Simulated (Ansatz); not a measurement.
Level of theory: PBE0-D3(BJ)/def2-SVP (Ansatz, a program for electronic structure). No frequencies were computed at this level.

Ansatz 0.2 input:
```yaml
crystal:
  periodic: [false, false, false]
  atoms:
    - { symbol: Al, position_ang: [-0.171855, 0.036429, 0.290813] }
    - { symbol: C, position_ang: [-2.131683, 0.409933, 0.051794] }
    - { symbol: H, position_ang: [-2.335746, 1.29741, -0.557657] }
    - { symbol: H, position_ang: [-2.620801, 0.594447, 1.012704] }
    - { symbol: H, position_ang: [-2.693748, -0.410678, -0.408482] }
    - { symbol: C, position_ang: [1.090024, 1.602571, 0.432418] }
    - { symbol: H, position_ang: [0.891744, 2.425453, -0.265254] }
    - { symbol: H, position_ang: [2.152344, 1.353277, 0.32231] }
    - { symbol: H, position_ang: [1.003499, 2.047226, 1.428484] }
    - { symbol: C, position_ang: [0.333703, -1.694525, 1.175886] }
    - { symbol: H, position_ang: [1.395767, -1.9459, 1.07845] }
    - { symbol: H, position_ang: [-0.220627, -2.565165, 0.80728] }
    - { symbol: H, position_ang: [0.136864, -1.659745, 2.25156] }
    - { symbol: C, position_ang: [-0.037522, -1.33669, -2.480904] }
    - { symbol: O, position_ang: [0.353193, -0.339788, -1.557891] }
    - { symbol: H, position_ang: [-0.548046, -0.899225, -3.341411] }
    - { symbol: H, position_ang: [-0.726097, -1.987319, -1.947887] }
    - { symbol: H, position_ang: [0.822472, -1.919661, -2.817774] }
    - { symbol: H, position_ang: [0.973473, 0.288869, -1.938189] }
basis:
  gaussian: { orbitals: def2-svp }
hamiltonian:
  xc: pbe0
  dispersion: d3bj
relax:
  max_steps: 150
```

Output:

```
[...]
mean field -12987.44798747 eV, -477.2799103310 hartree, gradient 1.3e-5 eV, S^2 0.000000; 0 other end points of the search recorded, 0 dependent functions left out
reference -12987.44802094 eV, -477.2799115611 hartree; 29, 29 occupied and 124, 124 virtual orbitals, 1672 factors
relax step   1: F+E_penalty+E_count = -12987.78439647 eV  Δ(F+E_penalty+E_count) = +0.000e0 eV  max|allowed force component| = 5.300e-1 eV/Å  Δτ_max = 0.0000 Å  (25 SCF iters, accepted)
these checks for a lower state are left out or cut short: starts, cluster_reference, orbital_swaps, neighbouring_geometries, increment
1672 factors; integrals over basis functions are off by at most 3.9e-4 eV
mean field -12987.50541906 eV, -477.2820209030 hartree, gradient 8.6e-5 eV, S^2 0.000000; 0 other end points of the search recorded, 0 dependent functions left out
reference -12987.50545242 eV, -477.2820221291 hartree; 29, 29 occupied and 124, 124 virtual orbitals, 1672 factors
relax step   2: F+E_penalty+E_count = -12987.84237977 eV  Δ(F+E_penalty+E_count) = -5.798e-2 eV  max|allowed force component| = 4.888e-1 eV/Å  Δτ_max = 0.0583 Å  (25 SCF iters, accepted)
these checks for a lower state are left out or cut short: starts, cluster_reference, orbital_swaps, neighbouring_geometries, increment
1672 factors; integrals over basis functions are off by at most 3.9e-4 eV
mean field -12987.51475857 eV, -477.2823641239 hartree, gradient 8.8e-5 eV, S^2 0.000000; 0 other end points of the search recorded, 0 dependent functions left out
reference -12987.51479188 eV, -477.2823653477 hartree; 29, 29 occupied and 124, 124 virtual orbitals, 1672 factors
relax step   3: F+E_penalty+E_count = -12987.85260579 eV  Δ(F+E_penalty+E_count) = -1.023e-2 eV  max|allowed force component| = 1.775e-1 eV/Å  Δτ_max = 0.0248 Å  (24 SCF iters, accepted)
these checks for a lower state are left out or cut short: starts, cluster_reference, orbital_swaps, neighbouring_geometries, increment
1672 factors; integrals over basis functions are off by at most 3.9e-4 eV
mean field evaluation 32: about -12987.5183 eV, gradient 5.8e-6 eV
mean field -12987.51834232 eV, -477.2824958242 hartree, gradient 5.8e-6 eV, S^2 0.000000; 0 other end points of the search recorded, 0 dependent functions left out
reference -12987.51837565 eV, -477.2824970489 hartree; 29, 29 occupied and 124, 124 virtual orbitals, 1672 factors
relax step   4: F+E_penalty+E_count = -12987.85549834 eV  Δ(F+E_penalty+E_count) = -2.893e-3 eV  max|allowed force component| = 2.829e-2 eV/Å  Δτ_max = 0.0238 Å  (27 SCF iters, accepted)
these checks for a lower state are left out or cut short: starts, cluster_reference, orbital_swaps, neighbouring_geometries, increment
1672 factors; integrals over basis functions are off by at most 3.9e-4 eV
mean field -12987.51781451 eV, -477.2824764276 hartree, gradient 5.7e-6 eV, S^2 0.000000; 0 other end points of the search recorded, 0 dependent functions left out
reference -12987.51784778 eV, -477.2824776503 hartree; 29, 29 occupied and 124, 124 virtual orbitals, 1672 factors
relax step   5: F+E_penalty+E_count = -12987.85599149 eV  Δ(F+E_penalty+E_count) = -4.931e-4 eV  max|allowed force component| = 8.081e-2 eV/Å  Δτ_max = 0.0371 Å  (27 SCF iters, accepted)
these checks for a lower state are left out or cut short: starts, cluster_reference, orbital_swaps, neighbouring_geometries, increment
1672 factors; integrals over basis functions are off by at most 3.9e-4 eV
mean field -12987.51868976 eV, -477.2825085925 hartree, gradient 5.9e-6 eV, S^2 0.000000; 0 other end points of the search recorded, 0 dependent functions left out
reference -12987.51872303 eV, -477.2825098151 hartree; 29, 29 occupied and 124, 124 virtual orbitals, 1672 factors
relax step   6: F+E_penalty+E_count = -12987.85680989 eV  Δ(F+E_penalty+E_count) = -8.184e-4 eV  max|allowed force component| = 4.902e-2 eV/Å  Δτ_max = 0.0233 Å  (28 SCF iters, accepted)
these checks for a lower state are left out or cut short: starts, cluster_reference, orbital_swaps, neighbouring_geometries, increment
1672 factors; integrals over basis functions are off by at most 3.9e-4 eV
mean field -12987.51922253 eV, -477.2825281714 hartree, gradient 6.2e-6 eV, S^2 0.000000; 0 other end points of the search recorded, 0 dependent functions left out
reference -12987.51925577 eV, -477.2825293928 hartree; 29, 29 occupied and 124, 124 virtual orbitals, 1672 factors
relax step   7: F+E_penalty+E_count = -12987.85772945 eV  Δ(F+E_penalty+E_count) = -9.196e-4 eV  max|allowed force component| = 4.565e-2 eV/Å  Δτ_max = 0.0650 Å  (27 SCF iters, accepted)
these checks for a lower state are left out or cut short: starts, cluster_reference, orbital_swaps, neighbouring_geometries, increment
1672 factors; integrals over basis functions are off by at most 3.9e-4 eV
mean field -12987.51873307 eV, -477.2825101841 hartree, gradient 6.9e-6 eV, S^2 0.000000; 0 other end points of the search recorded, 0 dependent functions left out
reference -12987.51876624 eV, -477.2825114029 hartree; 29, 29 occupied and 124, 124 virtual orbitals, 1672 factors
relax step   8: F+E_penalty+E_count = -12987.85804620 eV  Δ(F+E_penalty+E_count) = -3.167e-4 eV  max|allowed force component| = 1.651e-1 eV/Å  Δτ_max = 0.1029 Å  (27 SCF iters, accepted)
these checks for a lower state are left out or cut short: starts, cluster_reference, orbital_swaps, neighbouring_geometries, increment
1672 factors; integrals over basis functions are off by at most 3.9e-4 eV
mean field evaluation 64: about -12987.5212 eV, gradient 1.1e-1 eV
mean field -12987.52123786 eV, -477.2826022333 hartree, gradient 6.3e-6 eV, S^2 0.000000; 0 other end points of the search recorded, 0 dependent functions left out
reference -12987.52127100 eV, -477.2826034511 hartree; 29, 29 occupied and 124, 124 virtual orbitals, 1672 factors
relax step   9: F+E_penalty+E_count = -12987.86084616 eV  Δ(F+E_penalty+E_count) = -2.800e-3 eV  max|allowed force component| = 1.005e-1 eV/Å  Δτ_max = 0.0342 Å  (28 SCF iters, accepted)
these checks for a lower state are left out or cut short: starts, cluster_reference, orbital_swaps, neighbouring_geometries, increment
1672 factors; integrals over basis functions are off by at most 3.9e-4 eV
mean field -12987.52292061 eV, -477.2826640732 hartree, gradient 6.5e-6 eV, S^2 0.000000; 0 other end points of the search recorded, 0 dependent functions left out
reference -12987.52295367 eV, -477.2826652883 hartree; 29, 29 occupied and 124, 124 virtual orbitals, 1672 factors
relax step  10: F+E_penalty+E_count = -12987.86336103 eV  Δ(F+E_penalty+E_count) = -2.515e-3 eV  max|allowed force component| = 6.972e-2 eV/Å  Δτ_max = 0.0712 Å  (26 SCF iters, accepted)
these checks for a lower state are left out or cut short: starts, cluster_reference, orbital_swaps, neighbouring_geometries, increment
1672 factors; integrals over basis functions are off by at most 3.8e-4 eV
mean field -12987.52853542 eV, -477.2828704135 hartree, gradient 1.1e-5 eV, S^2 0.000000; 0 other end points of the search recorded, 0 dependent functions left out
reference -12987.52856843 eV, -477.2828716266 hartree; 29, 29 occupied and 124, 124 virtual orbitals, 1672 factors
relax step  11: F+E_penalty+E_count = -12987.86814013 eV  Δ(F+E_penalty+E_count) = -4.779e-3 eV  max|allowed force component| = 7.849e-2 eV/Å  Δτ_max = 0.2000 Å  (26 SCF iters, accepted)
these checks for a lower state are left out or cut short: starts, cluster_reference, orbital_swaps, neighbouring_geometries, increment
1672 factors; integrals over basis functions are off by at most 3.8e-4 eV
mean field -12987.53047444 eV, -477.2829416712 hartree, gradient 6.8e-6 eV, S^2 0.000000; 0 other end points of the search recorded, 0 dependent functions left out
reference -12987.53050737 eV, -477.2829428813 hartree; 29, 29 occupied and 124, 124 virtual orbitals, 1672 factors
relax step  12: F+E_penalty+E_count = -12987.87173984 eV  Δ(F+E_penalty+E_count) = -3.600e-3 eV  max|allowed force component| = 3.110e-2 eV/Å  Δτ_max = 0.0816 Å  (27 SCF iters, accepted)
these checks for a lower state are left out or cut short: starts, cluster_reference, orbital_swaps, neighbouring_geometries, increment
1672 factors; integrals over basis functions are off by at most 3.9e-4 eV
mean field evaluation 96: about -12987.5292 eV, gradient 7.0e-6 eV
mean field -12987.52924383 eV, -477.2828964472 hartree, gradient 7.0e-6 eV, S^2 0.000000; 0 other end points of the search recorded, 0 dependent functions left out
reference -12987.52927665 eV, -477.2828976533 hartree; 29, 29 occupied and 124, 124 virtual orbitals, 1672 factors
relax step  13: F+E_penalty+E_count = -12987.87182837 eV  Δ(F+E_penalty+E_count) = -8.853e-5 eV  max|allowed force component| = 1.365e-1 eV/Å  Δτ_max = 0.0979 Å  (27 SCF iters, accepted)
these checks for a lower state are left out or cut short: starts, cluster_reference, orbital_swaps, neighbouring_geometries, increment
1672 factors; integrals over basis functions are off by at most 3.9e-4 eV
mean field -12987.53064970 eV, -477.2829481119 hartree, gradient 7.2e-6 eV, S^2 0.000000; 0 other end points of the search recorded, 0 dependent functions left out
reference -12987.53068254 eV, -477.2829493188 hartree; 29, 29 occupied and 124, 124 virtual orbitals, 1672 factors
relax step  14: F+E_penalty+E_count = -12987.87302328 eV  Δ(F+E_penalty+E_count) = -1.195e-3 eV  max|allowed force component| = 3.498e-2 eV/Å  Δτ_max = 0.0185 Å  (28 SCF iters, accepted)
these checks for a lower state are left out or cut short: starts, cluster_reference, orbital_swaps, neighbouring_geometries, increment
1672 factors; integrals over basis functions are off by at most 3.9e-4 eV
mean field -12987.53055513 eV, -477.2829446367 hartree, gradient 7.2e-6 eV, S^2 0.000000; 0 other end points of the search recorded, 0 dependent functions left out
reference -12987.53058794 eV, -477.2829458423 hartree; 29, 29 occupied and 124, 124 virtual orbitals, 1672 factors
relax step  15: F+E_penalty+E_count = -12987.87324572 eV  Δ(F+E_penalty+E_count) = -2.224e-4 eV  max|allowed force component| = 1.313e-2 eV/Å  Δτ_max = 0.0224 Å  (27 SCF iters, accepted)
these checks for a lower state are left out or cut short: starts, cluster_reference, orbital_swaps, neighbouring_geometries, increment
1672 factors; integrals over basis functions are off by at most 3.9e-4 eV
mean field -12987.53046887 eV, -477.2829414667 hartree, gradient 7.0e-6 eV, S^2 0.000000; 0 other end points of the search recorded, 0 dependent functions left out
reference -12987.53050165 eV, -477.2829426712 hartree; 29, 29 occupied and 124, 124 virtual orbitals, 1672 factors
relax step  16: F+E_penalty+E_count = -12987.87329993 eV  Δ(F+E_penalty+E_count) = -5.422e-5 eV  max|allowed force component| = 1.503e-2 eV/Å  Δτ_max = 0.0222 Å  (28 SCF iters, accepted)
these checks for a lower state are left out or cut short: starts, cluster_reference, orbital_swaps, neighbouring_geometries, increment
1672 factors; integrals over basis functions are off by at most 3.9e-4 eV
mean field -12987.53048584 eV, -477.2829420901 hartree, gradient 2.2e-5 eV, S^2 0.000000; 0 other end points of the search recorded, 0 dependent functions left out
reference -12987.53051861 eV, -477.2829432946 hartree; 29, 29 occupied and 124, 124 virtual orbitals, 1672 factors
relax step  17: F+E_penalty+E_count = -12987.87334974 eV  Δ(F+E_penalty+E_count) = -4.980e-5 eV  max|allowed force component| = 3.160e-3 eV/Å  Δτ_max = 0.0059 Å  (21 SCF iters, accepted)
1672 factors; integrals over basis functions are off by at most 3.9e-4 eV
mean field evaluation 128: about -12987.4452 eV, gradient 5.7e0 eV
mean field -12987.53048584 eV, -477.2829420901 hartree, gradient 2.2e-5 eV, S^2 0.000000; 1 other end points of the search recorded, 0 dependent functions left out
reference -12987.53051861 eV, -477.2829432946 hartree; 29, 29 occupied and 124, 124 virtual orbitals, 1672 factors
Total energy: -12987.87338251 eV, -477.2955433105 hartree
Atom 0 at    -0.095124     0.008678     0.275605 Å, force     0.001808    -0.000146     0.000134 eV/Å
Atom 1 at    -2.007979     0.373352    -0.100468 Å, force    -0.002928    -0.000208     0.000513 eV/Å
Atom 2 at    -2.161004     1.177116    -0.842772 Å, force     0.000443    -0.001279     0.002143 eV/Å
Atom 3 at    -2.521975     0.706205     0.819079 Å, force     0.000269     0.000318    -0.002318 eV/Å
Atom 4 at    -2.565660    -0.511749    -0.454643 Å, force     0.001638     0.002027     0.001436 eV/Å
Atom 5 at     1.080903     1.583883     0.530184 Å, force     0.000204     0.000797     0.000268 eV/Å
Atom 6 at     0.907828     2.392029    -0.203817 Å, force     0.000170     0.000203     0.000367 eV/Å
Atom 7 at     2.156123     1.334422     0.502969 Å, force    -0.000615    -0.000686    -0.000699 eV/Å
Atom 8 at     0.897916     2.038594     1.520068 Å, force    -0.000352     0.000242    -0.000432 eV/Å
Atom 9 at     0.331623    -1.661602     1.241304 Å, force    -0.001626    -0.000130     0.002381 eV/Å
Atom 10 at     1.410514    -1.892521     1.231904 Å, force     0.000379     0.000485    -0.000925 eV/Å
Atom 11 at    -0.198356    -2.546495     0.846748 Å, force    -0.000105     0.000061    -0.000429 eV/Å
Atom 12 at     0.036552    -1.580737     2.302681 Å, force    -0.000123    -0.000477    -0.000287 eV/Å
Atom 13 at    -0.132732    -1.321130    -2.465800 Å, force     0.000041     0.000639    -0.003160 eV/Å
Atom 14 at     0.563663    -0.446091    -1.588660 Å, force    -0.001133    -0.002518    -0.001042 eV/Å
Atom 15 at    -1.034851    -0.843013    -2.876950 Å, force     0.002669    -0.000713     0.000983 eV/Å
Atom 16 at    -0.430477    -2.193073    -1.870667 Å, force     0.001628     0.001179    -0.000120 eV/Å
Atom 17 at     0.530186    -1.652164    -3.278467 Å, force    -0.000976     0.000785     0.001292 eV/Å
Atom 18 at     0.899808     0.331214    -2.052048 Å, force    -0.001391    -0.000577    -0.000105 eV/Å
Dipole moment:     0.133984    -0.156497    -0.950910 e Å
```

Cost: roughly 2.6 core-minutes.
